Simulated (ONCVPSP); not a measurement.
# Transferability test, ONCV potential for Sr (Z = 38)

| Quantity | Value |
| --- | --- |
| Element | Sr (Z = 38) |
| Generator | ONCVPSP 4.0.1 |
| Type | optimised norm-conserving Vanderbilt (ONCV) |
| Functional | PBE |
| Relativity | scalar-relativistic |
| Frozen core | [Ar] 3d10 |
| Valence charge | 10 |
| Reference configuration | 4s2 4p6 5s2 |
| Partial waves | 4s+5s: rc 2.40 bohr, ncon 3, nbas 7, qcut 5.8 1/bohr, 3 projectors, debl 2 Ha; 4p: rc 2.40 bohr, ncon 4, nbas 7, qcut 6.1 1/bohr, 1 projector; d scattering state at 0.03 Ha: rc 2.25 bohr, ncon 5, nbas 9, qcut 4.7 1/bohr, 2 projectors, debl 2.8 Ha |
| Local potential | polynomial inside 1.85 bohr (lpopt 3, dvloc0 4 Ha) |
| Core correction | polynomial model core, fcfact 0.6 |

In the d channel the program set the typed energies aside and used 0.050, 2.850 Ha.

Energies are relative to the spin-unpolarised reference configuration 4s2 4p6 5s2; without spin polarisation the order of configurations can differ from experiment.

```
valence configuration  charge  ΔE all-electron (eV)  error AE − PS (meV)
          4s2 4p6 5s1      +1                 5.885                 -0.7
          4s2 4p6 5s0      +2                16.891                 -3.6
        4s2 4p6 5s1.5    +0.5                 2.339                 -0.2
      4s2 4p6 5s0 5p2       0                 4.707                 -6.0
```

Levels in the configuration 4s2 4p6 5s0:

```
level  all-electron (eV)  pseudo (eV)
   4s            -54.725      -54.762
   4p            -36.517      -36.524
```
